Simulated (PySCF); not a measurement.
## Calculated data, AlBH2NO, BClH3OSi, Al2BClH3, CH3ClSi2 and others

Computed with PySCF 2.14.0. Calculation on a computer-drawn molecule: optimised geometry and harmonic frequencies of an isolated molecule of the commonest isotopes, restricted reference for singlets and unrestricted otherwise, frozen core in MP2.

(1) AlBH2NO

Start structure:
```xyz
6
AlBH2NO
N     -1.3044     0.7072    -1.0688
B     -0.4627     0.6956    -0.2119
Al     0.8031     0.7781     1.5081
O      0.4837     1.3094     3.0354
H     -1.9906     0.7890    -1.7921
H      2.2303     0.0482     1.0268
```

| Property | Result |
| --- | --- |
| charge | -1 |
| multiplicity | 1 |
| method | HF |
| basis | aug-cc-pV(D+d)Z |
| rotational constants | 27.81, 2.483, 2.28 GHz |
| total energy | -397.1472 hartree |
| convergence status largest gradient component | 4.156e-05 hartree/bohr |

Drawn bonds:
```csv
atom,other atom,order
1,2,2
2,3,1
3,4,1
1,5,1
3,6,1
```

Optimised structure:
```xyz
6
AlBH2NO
N     -1.3247     0.7345    -1.1100
B     -0.5450     0.7407    -0.1355
Al     0.8573     0.7302     1.5407
O      0.5017     1.3115     3.0061
H     -1.9764     0.7519    -1.8448
H      2.2465     0.0587     1.0409
```

Modes:
```csv
frequency (cm⁻¹),reduced mass (dalton)
148.1,5.632
243.3,3.281
349.3,4.694
382.2,1.353
430.4,1.253
432.9,10.84
534.2,1.554
748.8,1.112
1057,16.17
1789,1.043
1927,7.889
4099,1.097
```

(2) BClH3OSi

Start structure:
```xyz
7
BClH3OSi
B     -0.5660     0.0629    -0.7836
O     -1.3813    -0.8364    -0.7420
Si    -2.6004    -2.1632    -0.5474
Cl    -2.9230    -2.2431     1.4290
H      0.2193     0.9284    -0.8276
H     -1.8715    -3.3040    -1.0783
H     -3.7203    -1.6398    -1.3129
```

| Quantity | Value |
| --- | --- |
| charge | 1 |
| multiplicity | 1 |
| method | MP2 |
| basis | cc-pV(D+d)Z |
| rotational constants | 10.52, 2.499, 2.072 GHz |
| total energy | -850.0734 hartree |
| convergence status largest gradient component | 2.315e-05 hartree/bohr |

Drawn bonds:
```csv
atom,other atom,order
1,2,1
2,3,1
3,4,1
1,5,1
3,6,1
3,7,1
```

Optimised structure:
```xyz
7
BClH3OSi
B     -0.5469     0.0830    -0.7911
O     -1.3749    -0.8263    -0.7180
Si    -2.6256    -2.1888    -0.5300
Cl    -2.9593    -2.2822     1.4373
H      0.2449     0.9520    -0.8644
H     -1.8606    -3.3040    -1.0803
H     -3.7209    -1.6290    -1.3164
```

Modes:
```csv
frequency (cm⁻¹),reduced mass (dalton)
96.22,4.211
138.5,3.344
241.4,9.463
457.2,12.02
627,1.249
636.5,12.65
700.3,1.045
773,1.361
773.1,1.359
880.9,1.08
964.2,1.068
1772,5.247
2390,1.026
2427,1.061
2938,1.182
```

(3) Al2BClH3

Start structure:
```xyz
7
Al2BClH3
B     -0.3232     0.5539     1.3892
Al    -1.8368     1.5314     0.4252
Al    -4.4839     1.8042     0.2154
Cl    -6.4471     2.0558     0.0980
H      0.1298    -0.3941     0.9908
H      0.1423     1.0933     2.4203
H     -1.9294     2.7147    -0.6548
```

| Property | Result |
| --- | --- |
| charge | 1 |
| multiplicity | 1 |
| method | HF |
| basis | cc-pV(D+d)Z |
| rotational constants | 12.63, 0.9619, 0.9007 GHz |
| total energy | -969.5618 hartree |
| convergence status largest gradient component | 2.777e-05 hartree/bohr |

Drawn bonds:
```csv
atom,other atom,order
1,2,1
2,3,1
3,4,1
1,5,1
1,6,1
2,7,1
```

Optimised structure:
```xyz
7
Al2BClH3
B     -0.5331     0.6077     1.4112
Al    -1.5913     1.9232     0.0882
Al    -4.3437     1.7343     0.3366
Cl    -6.3814     1.6135     0.4987
H     -0.2708    -0.5051     1.0655
H     -0.2266     0.9792     2.5042
H     -1.4014     3.0064    -1.0204
```

Modes:
```csv
frequency (cm⁻¹),reduced mass (dalton)
63.78,5.495
92.94,5.329
134.1,1.173
137.3,6.917
204.2,17.77
350.1,1.091
539.9,1.338
583.7,2.748
621.3,1.283
630.8,23.53
896.5,1.335
1214,1.113
2075,1.044
2708,1.048
2813,1.127
```

(4) CH3ClSi2

Start structure:
```xyz
7
CH3ClSi2
C     -1.0332    -1.4584    -1.6478
Si    -0.9273     0.1225    -1.0253
Si     1.0157     1.3858    -1.4750
Cl    -2.5134     0.8452     0.0925
H     -0.2035    -1.8410    -2.2345
H     -1.8659    -2.1396    -1.5147
H      0.5526     2.6062    -0.7161
```

| Quantity | Value |
| --- | --- |
| charge | 0 |
| multiplicity | 1 |
| method | MP2 |
| basis | cc-pV(D+d)Z |
| rotational constants | 5.156, 2.051, 1.467 GHz |
| total energy | -1077.3794 hartree |
| convergence status largest gradient component | 1.838e-05 hartree/bohr |

Drawn bonds:
```csv
atom,other atom,order
1,2,2
2,3,1
2,4,1
1,5,1
1,6,1
3,7,1
```

Optimised structure:
```xyz
7
CH3ClSi2
C     -1.0293    -1.4436    -1.6435
Si    -0.9389     0.1712    -0.9984
Si     1.0111     1.3364    -1.4936
Cl    -2.5584     0.8249     0.1068
H     -0.1711    -1.7976    -2.2324
H     -1.8614    -2.1483    -1.5209
H      0.5730     2.5778    -0.7389
```

Modes:
```csv
frequency (cm⁻¹),reduced mass (dalton)
94.04,2.907
117.5,6.584
195.9,3.376
227.2,1.426
378.7,14.59
565.2,5.874
589.8,1.029
639.7,1.133
750.9,1.271
768.8,1.535
909.4,4.622
1382,1.188
2129,1.042
3164,1.056
3276,1.114
```

(5) AlBH5NSi

Start structure:
```xyz
9
AlBH5NSi
Al    -1.2888     0.0582    -2.0654
B     -1.3155    -1.9582    -2.3524
N     -0.4148    -2.4513    -1.3958
Si     0.2444    -4.0089    -0.9542
H     -0.3934     0.4415    -0.8281
H     -2.1099     1.3386    -2.5942
H     -1.7862    -2.8136    -3.0926
H      0.0029    -1.6454    -0.7746
H     -0.4871    -4.7828    -2.0049
```

| Item | Value |
| --- | --- |
| charge | 0 |
| multiplicity | 1 |
| method | HF |
| basis | cc-pV(D+d)Z |
| rotational constants | 31.18, 1.386, 1.327 GHz |
| total energy | -612.8807 hartree |
| convergence status largest gradient component | 2.262e-05 hartree/bohr |

Drawn bonds:
```csv
atom,other atom,order
1,2,1
2,3,1
3,4,1
1,5,1
1,6,1
2,7,1
3,8,1
4,9,1
```

Optimised structure:
```xyz
9
AlBH5NSi
Al    -1.3546     0.2544    -1.9896
B     -1.1037    -1.9070    -2.1223
N     -0.2275    -2.6143    -1.2419
Si     0.1646    -4.3128    -1.1191
H     -0.5517     1.0856    -0.8921
H     -2.3172     1.0766    -2.9479
H     -1.6886    -2.5771    -2.9345
H      0.2570    -2.0472    -0.5669
H     -0.7268    -4.7801    -2.2480
```

Modes:
```csv
frequency (cm⁻¹),reduced mass (dalton)
56.78,1.125
101.9,5.159
135.5,2.998
284.3,5.869
341.4,1.293
462.3,1.506
559.2,1.124
637,3.052
762.5,1.546
785,4.444
852.3,1.077
923.3,1.178
962.7,1.095
1145,1.255
1245,2.911
1473,1.465
1934,1.048
1960,1.037
2154,1.043
2661,1.09
3757,1.075
```

(6) CH5B2O

Start structure:
```xyz
9
CH5B2O
B     -0.1796     0.1741     0.0344
O     -0.8564     0.2070    -1.0554
B     -1.6761     0.4070    -2.1217
C     -3.1016     0.8794    -2.0013
H      0.4480     1.0448     0.4367
H     -0.1965    -0.8424     0.5452
H     -1.2624     0.1965    -3.1789
H     -3.5631     1.1590    -1.0086
H     -3.7899     1.0095    -2.7936
```

| Quantity | Value |
| --- | --- |
| charge | 0 |
| multiplicity | 2 |
| method | HF |
| basis | cc-pVDZ |
| rotational constants | 44.26, 4.336, 3.949 GHz |
| total energy | -165.0624 hartree |
| spin squared | 0.7578 |
| convergence status largest gradient component | 2.887e-05 hartree/bohr |

Drawn bonds:
```csv
atom,other atom,order
1,2,1
2,3,1
3,4,1
1,5,1
1,6,1
3,7,1
4,8,1
4,9,1
```

Optimised structure:
```xyz
9
CH5B2O
B     -0.0845     0.1363    -0.0670
O     -1.3588     0.2139    -0.5273
B     -1.7652     0.6581    -1.7639
C     -3.2708     0.6661    -2.0908
H      0.8371     0.4754    -0.7603
H      0.0824    -0.2790     1.0458
H     -0.9415     1.0281    -2.5579
H     -4.0173     0.3323    -1.3761
H     -3.6589     1.0037    -3.0458
```

Modes:
```csv
frequency (cm⁻¹),reduced mass (dalton)
120.7,2.705
256.7,2.424
263.2,1.129
341.1,1.19
438.2,2.782
707.3,1.22
835.7,1.703
950.6,1.702
1029,1.399
1100,1.898
1146,1.374
1161,2.148
1262,1.513
1394,1.607
1422,4.311
1553,1.31
2666,1.055
2701,1.087
2749,1.13
3279,1.056
3373,1.114
```
